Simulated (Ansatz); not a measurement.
Molecule: CH5O2Si, net charge 0, doublet state. It need not be the lowest isomer of its formula. 
Geometry from a B3LYP-D3(BJ)/def2-TZVP (Ansatz, a program for electronic structure) optimisation:
SMILES: C[Si](O)O
```xyz
9

C     -1.6871    -0.3409     0.2131
Si     0.0357     0.0848    -0.3960
O      0.6992     1.3651     0.4347
O      0.9590    -1.2367    -0.0343
H     -2.3823     0.4794     0.0310
H     -1.6429    -0.5349     1.2885
H     -2.0620    -1.2332    -0.2897
H      0.5304     2.2482     0.0962
H      1.9140    -1.1286    -0.0631
```
Charge 0, spin multiplicity 2.

Computed values are from Ansatz. Cores are frozen in the correlated levels unless marked. UHF or UKS for open shells. Spin-orbit coupling is left out. Non-relativistic. CBS(X,Y): correlation extrapolated as X^-3; Hartree-Fock from the larger set.

```
Property                                                                        Value
---------------------  --------------------------------------------------------------
atomisation energy De  816.1 kcal/mol at CCSD(T)/CBS(aug-cc-pV(T+d)Z,aug-cc-pV(Q+d)Z)
total energy             -480.5368 Eh at CCSD(T)/CBS(aug-cc-pV(T+d)Z,aug-cc-pV(Q+d)Z)
dipole moment                                       1.36 D at CCSD(T)/aug-cc-pV(D+d)Z
T1 diagnostic                                           0.014 at CCSD/aug-cc-pV(Q+d)Z
```
